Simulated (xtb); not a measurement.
F6Re, charge +1, singlet, from a rough starting geometry (GFN-xTB shapes and energies of metal compounds can be far from the true ones) (the multiplicity is a formal guess); GFN2-xTB (xtb 6.7.1).

Here is a job for xtb.
```
$ xtb mol.xyz --gfn 2 --chrg 1 --opt vtight --json

# file mol.xyz
7

Re     0.00021592     0.01947960     0.01845761
F      1.08999372    -0.42900042    -1.31825760
F     -1.04824937     0.46244918     1.31557858
F     -1.07237745     0.72067394    -1.13009184
F     -0.88788578    -1.48941057    -0.16202827
F      0.80706904     1.52247481     0.20097573
F      1.09126885    -0.74589899     1.15954783
```

The log (banner, timings and long lists left out):

```
   ID    Z sym.   atoms
    1   75 Re     1
    2    9 F      2-7

           -------------------------------------------------
          |                Calculation Setup                |
           -------------------------------------------------

           -------------------------------------------------
          |                 G F N 2 - x T B                 |
           -------------------------------------------------

          ...................................................
          :                      SETUP                      :
          :.................................................:
          :  # basis functions                  34          :
          :  # atomic orbitals                  33          :
          :  # shells                           15          :
          :  # electrons                        48          :
          :  max. iterations                   250          :
          :  Hamiltonian                  GFN2-xTB          :
          :  restarted?                      false          :
          :  GBSA solvation                  false          :
          :  PC potential                    false          :
          :  electronic temp.          300.0000000     K    :
          :  accuracy                    1.0000000          :
          :  -> integral cutoff          0.2500000E+02      :
          :  -> integral neglect         0.1000000E-07      :
          :  -> SCF convergence          0.1000000E-05 Eh   :
          :  -> wf. convergence          0.1000000E-03 e    :
          :  Broyden damping             0.4000000          :
          :  net charge                          1          :
          :  unpaired electrons                  0          :
          ...................................................

 iter      E             dE          RMSdq      gap      omega  full diag
   1    -31.1930113 -0.311930E+02  0.635E+00    3.65       0.0  T
   2    -31.1807299  0.122814E-01  0.484E+00    2.51       1.0  T
   3    -31.2567382 -0.760083E-01  0.246E+00    3.24       1.0  T
   4    -31.2619206 -0.518238E-02  0.807E-01    2.99       1.0  T
   5    -31.2631401 -0.121949E-02  0.190E-01    3.03       1.0  T
   6    -31.2632199 -0.797528E-04  0.651E-02    3.04       1.0  T
   7    -31.2632275 -0.761584E-05  0.449E-02    3.03       1.0  T
   8    -31.2632300 -0.248529E-05  0.221E-02    3.03       1.7  T
   9    -31.2632305 -0.499089E-06  0.967E-03    3.03       3.9  T
[...]
         :: total energy             -31.218421521651 Eh    ::
 * total energy  :   -31.2184215 Eh     change       -0.8064660E-10 Eh
 * total energy  :   -31.2200029 Eh     change       -0.1581360E-02 Eh
 * total energy  :   -31.2204936 Eh     change       -0.4906883E-03 Eh
 * total energy  :   -31.2205101 Eh     change       -0.1656023E-04 Eh
 * total energy  :   -31.2205136 Eh     change       -0.3420906E-05 Eh
 * total energy  :   -31.2205144 Eh     change       -0.8314659E-06 Eh
 * total energy  :   -31.2205144 Eh     change       -0.9214020E-08 Eh
   *** GEOMETRY OPTIMIZATION CONVERGED AFTER 7 ITERATIONS ***
         :: total energy             -31.220514391984 Eh    ::
[...]

     #   Z          covCN         q      C6AA      α(0)
     1  75 Re       4.230     1.578   337.840    45.341
     2   9 F        0.705    -0.096    10.229     3.777
     3   9 F        0.705    -0.096    10.229     3.777
     4   9 F        0.705    -0.096    10.230     3.777
     5   9 F        0.705    -0.096    10.229     3.777
     6   9 F        0.705    -0.096    10.229     3.777
     7   9 F        0.705    -0.096    10.229     3.777

 Mol. C6AA /au·bohr⁶  :       1310.618869
 Mol. C8AA /au·bohr⁸  :      87003.936706
 Mol. α(0) /au        :         68.000100

Wiberg/Mayer (AO) data.
largest (>0.10) Wiberg bond orders for each atom

 ---------------------------------------------------------------------------
     #   Z sym  total        # sym  WBO       # sym  WBO       # sym  WBO
 ---------------------------------------------------------------------------
     1  75 Re   6.927 --     2 F    1.155     5 F    1.155     6 F    1.155
                             3 F    1.155     7 F    1.155     4 F    1.154
     2   9 F    1.550 --     1 Re   1.155     3 F    0.147
     3   9 F    1.550 --     1 Re   1.155     2 F    0.147
     4   9 F    1.550 --     1 Re   1.154     7 F    0.147
     5   9 F    1.550 --     1 Re   1.155     6 F    0.147
     6   9 F    1.550 --     1 Re   1.155     5 F    0.147
     7   9 F    1.550 --     1 Re   1.155     4 F    0.147
 ---------------------------------------------------------------------------

Topologies differ in total number of bonds
Writing topology from bond orders to xtbtopo.mol

molecular dipole:
                 x           y           z       tot (Debye)
 q only:       -0.005       0.016       0.023
   full:       -0.005       0.016       0.023       0.073
molecular quadrupole (traceless):
                xx          xy          yy          xz          yz          zz
 q only:       -0.000      -0.000       0.000      -0.000       0.001       0.000
  q+dip:       -0.000      -0.000       0.000      -0.000       0.001       0.000
   full:       -0.000      -0.000       0.000      -0.000       0.001       0.000

optimized geometry written to: xtbopt.xyz

           -------------------------------------------------
          | TOTAL ENERGY              -31.220514391984 Eh   |
          | GRADIENT NORM               0.000018379890 Eh/α |
          | HOMO-LUMO GAP               3.242779364958 eV   |
           -------------------------------------------------

normal termination of xtb
```
